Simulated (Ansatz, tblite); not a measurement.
Cost and result up the ladder for the cluster GeSe₂ (the lowest singlet isomer of a short search) (3 atoms). The state is a singlet with charge 0. Geometry: r2SCAN-D4/def2-TZVP.

```
atom   x (Å)   y (Å)   z (Å)
 Ge1   0.777   0.065   1.091
 Se2   0.599  -0.180  -1.240
 Se3  -1.376   0.115   0.150
```

Ansatz on 4 threads of Arm Neoverse V2 on a shared host; xTB runs through tblite on one thread. Times are rough, summed over both states, and most runs start from the orbitals of an earlier one. PBE-QIDH/def2-TZVP serves as the yardstick here, not as an exact answer. Differences are given only for rows in sets of like size (and for xTB, whose basis is part of the method), since another set adds its own error. The other state is a quintet at its own geometry, which has other bonds, so the gap mixes isomer and spin.

The 6-31G sets use Cartesian d functions. The xTB rows come from tblite. LC-ωPBE has ω = 0.4 bohr⁻¹. B3LYP takes the VWN-RPA correlation. Correlated methods freeze 27 core orbitals; core or outer-core shells of Ge, Se are correlated, in sets that lack core-valence functions. At PBE0-D4/def2-TZVP a singlet of charge 0 lies 3.49 eV below the quintet, each at its own geometry. The structure comes from a short search, and lower isomers may exist.

Correlated methods converge slowly with the basis.

xTB has no spin-polarisation term.

```
                            level  functions  wall time  quintet − singlet (eV)  difference from PBE-QIDH/def2-TZVP (eV)
                         GFN2-xTB         27    0.004 s                    4.21                                     0.43
                         GFN1-xTB         27    0.005 s                    4.47                                     0.70
                         HF/6-31G         87      2.4 s                    1.67                                        –
                   B3LYP-D4/6-31G         87      2.6 s                    2.84                                        –
                 PBE-D4/def2-TZVP        144      2.9 s                    3.40                                    -0.38
                RPA@PBE/def2-TZVP        144      4.8 s                    3.33                                    -0.44
                PBE0-D4/def2-TZVP        144        6 s                    3.48                                    -0.29
                    MP2/def2-TZVP        144      6.7 s                    4.17                                     0.40
r2SCAN-D4/def2-TZVP (with forces)        144      8.4 s                    3.30                                    -0.48
                LC-ωPBE/def2-TZVP        144      9.5 s                    3.65                                    -0.12
             r2SCAN0-D4/def2-TZVP        144       14 s                    3.36                                    -0.42
               PBE-QIDH/def2-TZVP        144       16 s                    3.78                                     0.00
                 B2PLYP/def2-TZVP        144       17 s                    3.64                                    -0.13
```
